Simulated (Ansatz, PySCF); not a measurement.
C3H7NSi, SMILES C#C[SiH2]CN. Atoms are numbered in the order given.

```xyz
12

C      2.4553    -0.7866    -0.2148
C      1.4950    -0.0863     0.0512
Si    -0.0028     0.9181     0.4310
C     -1.5158    -0.2124     0.3010
N     -1.5686    -0.8212    -1.0249
H      3.3096    -1.3962    -0.4470
H      0.1218     1.4606     1.8151
H     -0.0818     2.0433    -0.5393
H     -2.4034     0.4298     0.4462
H     -1.5072    -0.9215     1.1588
H     -2.3834    -1.4272    -1.1202
H     -0.7486    -1.4089    -1.1783
```

Geometry: B3LYP-D3(BJ)/def2-SVP. This is a generated structure with no PubChem entry under its InChIKey; it may be hypothetical. The values are those of a single conformer.

Two levels are set side by side: PBE-D3(BJ)/def2-SVP (Ansatz, a quantum-chemistry and plane-wave program) and B3LYP-D3(BJ)/def2-SVP (Ansatz). Each level has its own optimised geometry; the coordinates shown are those of the second. Frequencies come from the Hessian of PySCF at each geometry. Differences are taken from unrounded values.

| quantity | B3LYP-D3(BJ) |
|---|---|
| mean bond length (Å) | 1.339 |
| bond C1–C2 (Å) | 1.218 |
| bond C2–Si3 (Å) | 1.843 |
| bond Si3–C4 (Å) | 1.893 |
| bond C4–N5 (Å) | 1.460 |
| bond C1–H6 (Å) | 1.075 |
| bond Si3–H7 (Å) | 1.492 |
| bond Si3–H8 (Å) | 1.488 |
| bond C4–H9 (Å) | 1.105 |
| bond C4–H10 (Å) | 1.113 |
| bond N5–H11 (Å) | 1.020 |
| bond N5–H12 (Å) | 1.020 |
| highest harmonic wavenumber (cm⁻¹) | 3562 |
| mean harmonic wavenumber (cm⁻¹) | 1329 |
| zero-point energy (kcal/mol) | 56.99 |

**Question.** What does PBE-D3(BJ) give, and how far is it from B3LYP-D3(BJ)? (The exact figures need the calculation; the answer reports its results.)

**Answer.** 
| quantity | PBE-D3(BJ) | PBE-D3(BJ) minus B3LYP-D3(BJ) |
|---|---|---|
| mean bond length (Å) | 1.347 | 0.008 |
| bond C1–C2 (Å) | 1.229 | 0.012 |
| bond C2–Si3 (Å) | 1.845 | 0.002 |
| bond Si3–C4 (Å) | 1.901 | 0.008 |
| bond C4–N5 (Å) | 1.461 | 0.001 |
| bond C1–H6 (Å) | 1.082 | 0.008 |
| bond Si3–H7 (Å) | 1.505 | 0.014 |
| bond Si3–H8 (Å) | 1.502 | 0.014 |
| bond C4–H9 (Å) | 1.113 | 0.008 |
| bond C4–H10 (Å) | 1.122 | 0.009 |
| bond N5–H11 (Å) | 1.028 | 0.008 |
| bond N5–H12 (Å) | 1.029 | 0.008 |
| highest harmonic wavenumber (cm⁻¹) | 3481 | -81 |
| mean harmonic wavenumber (cm⁻¹) | 1290 | -39 |
| zero-point energy (kcal/mol) | 55.32 | -1.67 |

Exact exchange shortens and stiffens bonds; PBE has none. Differences between two approximate levels are no errors against the true value.
